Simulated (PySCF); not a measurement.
Molecule: SMILES N#CC/C=C/CC#N, C6H6N2.

Cartesian coordinates in Å; atom numbers follow the order of the lines, from 1:
```xyz
14

N    -3.706    0.983   -0.303
C    -2.872    0.208   -0.212
C    -1.797   -0.748   -0.089
C    -0.548   -0.048    0.365
C     0.547    0.048   -0.369
C     1.797    0.748    0.084
C     2.872   -0.208    0.205
N     3.706   -0.983    0.292
H    -2.096   -1.504    0.645
H    -1.644   -1.233   -1.057
H    -0.602    0.408    1.345
H     0.601   -0.407   -1.349
H     2.095    1.505   -0.649
H     1.646    1.231    1.053
```

Frames of a GFN2-xTB Langevin trajectory at 300 K; GIAO PBE0/pcSseg-1 shieldings in PySCF 2.14, gas phase, non-relativistic; equivalent atoms averaged within each frame.

δ = σ(ref) − σ, references computed at the same level: ¹⁵N (σref 267.73) against NH3; ¹³C (σref 186.93) and ¹H (σref 31.72) against TMS. The references are static minima.

Task: How do the shifts (ppm) fluctuate along the trajectory?

Result: 
```tsv
time (fs)	N1/N8	C4/C5	C2/C7	C3/C6	H11/H12	H9/H10/H13/H14
optimised geometry	302.9	134.8	120.6	23.0	5.89	3.02
250	304.5	134.0	122.8	20.9	5.89	3.68
425	297.7	133.6	115.4	21.6	6.16	3.11
625	303.8	132.4	121.7	25.6	6.20	3.07
800	312.4	136.8	122.5	23.8	6.20	3.01
1000	298.8	133.0	118.8	21.6	5.93	2.64
mean of frames	303.5	134.0	120.2	22.7	6.07	3.10
standard deviation	5.8	1.7	3.1	2.0	0.16	0.37
```

5 frames give an uncertainty of the mean of about the standard deviation over 2.2 at best, since frames this close in time may not be independent; classical motion lacks zero-point vibration, and the reference would need the same averaging.
